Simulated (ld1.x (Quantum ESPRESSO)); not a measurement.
## Transferability test, TM semilocal potential for cerium

ld1.x (Quantum ESPRESSO) 7.5 input, shortened:

```
&input
   title='Ce', zed=58., rel=1, dft='PBE', iswitch=3,
   config='[Xe] 4f1 5d1 6s2 6p0'
 /
 &inputp
   pseudotype=1, tm=.true., lloc=3,
   nlcc=.true.
 /
4
5S  1  0   2.00   0.00  1.80  1.80  0.0
5P  2  1   6.00   0.00  3.05  3.05  0.0
5D  3  2   1.00   0.00  2.10  2.10  0.0
4F  4  3   1.00   0.00  1.80  1.80  0.0
 &test
   configts(1)='4f1 5s2 5p6 5d1 6s2 6p0'
 /
```

Occupied shells without a wave of their own: 6s. They enter only through the test configuration that unscreens the potential, and ld1.x also counts them in the model core charge.

Energies are relative to the spin-unpolarised reference configuration 4f1 5s2 5p6 5d1 6s2 6p0; without spin polarisation the order of configurations can differ from experiment. Not all tests gave a result: 1 of 7 tests not solved or not reliable. Left out of the table: 4f1 5s2 5p6 5d0 6s2 6p1 (solver errors, printed error -33.0 eV).

ld1.x takes every shell without a wave as core, so the model core holds the 6s electrons as well and exchange and correlation see them twice. This cancels in the reference configuration, but the file is broken for other ones, and its errors say nothing about a proper core correction.

```json
{"valence configuration": "4f1 5s2 5p6 5d1 6s1 6p0", "charge": "+1", "ΔE all-electron (eV)": "6.070", "error AE − PS (meV)": "-269"}
{"valence configuration": "4f1 5s2 5p6 5d1 6s0 6p0", "charge": "+2", "ΔE all-electron (eV)": "17.151", "error AE − PS (meV)": "-911"}
{"valence configuration": "4f1 5s2 5p6 5d0 6s0 6p0", "charge": "+3", "ΔE all-electron (eV)": "36.330", "error AE − PS (meV)": "-1317"}
{"valence configuration": "4f1 5s2 5p6 5d2 6s0 6p0", "charge": "+1", "ΔE all-electron (eV)": "6.237", "error AE − PS (meV)": "-516"}
{"valence configuration": "4f1 5s2 5p6 5d2 6s1 6p0", "charge": "0", "ΔE all-electron (eV)": "0.893", "error AE − PS (meV)": "-112"}
{"valence configuration": "4f0 5s2 5p6 5d1 6s2 6p0", "charge": "+1", "ΔE all-electron (eV)": "12.432", "error AE − PS (meV)": "+546"}
```

Levels in the configuration 4f0 5s2 5p6 5d1 6s2 6p0:

```tsv
level	all-electron (eV)	pseudo (eV)
5s	-52.296	-51.978
5p	-34.006	-33.937
5d	-11.420	-11.238
6s	-9.890	-10.202
```

These tests converged, but a pseudo level misses the all-electron one widely, so the file describes the atom poorly there or has found another state: 4f1 5s2 5p6 5d1 6s1 6p0: empty 6p by 3.8 eV; 4f1 5s2 5p6 5d1 6s0 6p0: empty 6p by 7.1 eV; 4f1 5s2 5p6 5d0 6s0 6p0: empty 6p by 6.4 eV; 4f0 5s2 5p6 5d1 6s2 6p0: empty 6p by 4.0 eV.
